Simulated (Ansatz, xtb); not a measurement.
# C5H10Ge: which of two isomers lies lower

Structure X: `C=C(C)/C=[CH]/[GeH3]`, a singlet. Structure Y: `C=C/C=[C](\C)[GeH3]`, a singlet. Both are isolated molecules in the gas phase, relaxed with B3LYP-D3(BJ)/def2-SVP; the shapes shown needn't be the lowest conformers.

X (Å):

```xyz
16

C    -1.2565   -2.9951    1.3982
C    -0.6321   -1.9478    0.8253
C     0.7396   -1.5042    1.2606
C    -1.3015   -1.2114   -0.2561
C    -0.8066   -0.1496   -0.9223
Ge   -1.7741    0.7574   -2.3425
H    -2.2528   -3.3075    1.0726
H    -0.7926   -3.5684    2.2050
H     1.4542   -1.5460    0.4217
H     0.7241   -0.4597    1.6141
H     1.1253   -2.1363    2.0726
H    -2.2970   -1.5902   -0.5201
H     0.1876    0.2299   -0.6604
H    -0.9764    0.7142   -3.6649
H    -3.1337    0.0564   -2.5409
H    -2.0100    2.2419   -1.9855
```

Y (Å):

```
atom    x (Å)    y (Å)    z (Å)
   C  -1.4037   2.2872   0.3366
   C  -0.9064   1.0596   0.5660
   C   0.4503   0.8083   1.0345
   C   0.9888  -0.4093   1.2785
   C   0.2229  -1.7010   1.0879
  Ge   2.8345  -0.5262   1.9070
   H  -0.7964   3.1843   0.4948
   H  -2.4276   2.4350  -0.0149
   H  -1.5495   0.1901   0.3950
   H   1.0632   1.7037   1.1944
   H   0.8297  -2.5857   1.3325
   H  -0.1167  -1.8199   0.0449
   H  -0.6747  -1.7382   1.7285
   H   3.6809  -1.3666   0.9227
   H   3.4341   0.8893   2.0297
   H   2.8865  -1.2343   3.2809
```

Quicker runs give these differences E(Y) − E(X): GFN2-xTB +0.9 kcal/mol; HF/STO-3G +3.2 kcal/mol (at GFN2-xTB geometries); r2SCAN-D4/def2-SVP +1.4 kcal/mol (at GFN2-xTB geometries).

Problem. Estimate E(Y) − E(X) at the level CCSD(T)/def2-SVP + ΔMP2/def2-TZVPP.

Solution. Calculated at CCSD(T)/def2-SVP + ΔMP2/def2-TZVPP: E(Y) − E(X) = +2.8 kcal/mol, so structure X lies lower.

How the difference moves with the method:

| level | geometry | E(Y) − E(X) (kcal/mol) | departure from the last row (kcal/mol) | job, with rough time for the two |
| --- | --- | --- | --- | --- |
| GFN2-xTB | GFN2-xTB | +0.9 | −1.9 | optimisation, 0.49 s |
| HF/STO-3G | GFN2-xTB | +3.2 | +0.3 | single point, 2.5 s |
| r2SCAN-D4/def2-SVP | GFN2-xTB | +1.4 | −1.4 | single point, 12 s |
| B3LYP-D3(BJ)/def2-SVP | B3LYP-D3(BJ)/def2-SVP | +2.3 | −0.5 | optimisation, 5.9 min |
| HF/def2-SVP | B3LYP-D3(BJ)/def2-SVP | +3.3 | +0.5 | part of the CCSD(T) run |
| MP2/def2-SVP | B3LYP-D3(BJ)/def2-SVP | +2.5 | −0.4 | part of the CCSD(T) run |
| CCSD(T)/def2-SVP | B3LYP-D3(BJ)/def2-SVP | +2.5 | −0.3 | single point |
| CCSD(T)/def2-SVP + ΔMP2/def2-TZVPP | B3LYP-D3(BJ)/def2-SVP | +2.8 |  | single point, 4.9 min |

As drawn, both hold the same kinds of bond in the same numbers.

None of the levels shown reverses the order. The largest departure from CCSD(T)/def2-SVP + ΔMP2/def2-TZVPP is that of GFN2-xTB, 1.9 kcal/mol. The last row adds to CCSD(T) the change of the MP2 difference between the two basis sets, here +0.3 kcal/mol.

With thermal terms from frequencies at re-optimised GFN2-xTB minima (ideal gas, soft modes damped towards free rotors, one conformer each, 298.15 K, 1 atm): the zero-point term adds −0.3 kcal/mol; ΔH is +2.7 and ΔG +2.2 kcal/mol.

The correlated steps freeze 14 core orbitals; the filled d shell of Ge is correlated, in a basis made for valence electrons. Run with Ansatz 0.2.0, xtb 6.7.1; the last row on 2 threads of Intel(R) Xeon(R) Processor @ 2.50GHz (Skylake/Cascade Lake) on a shared host.
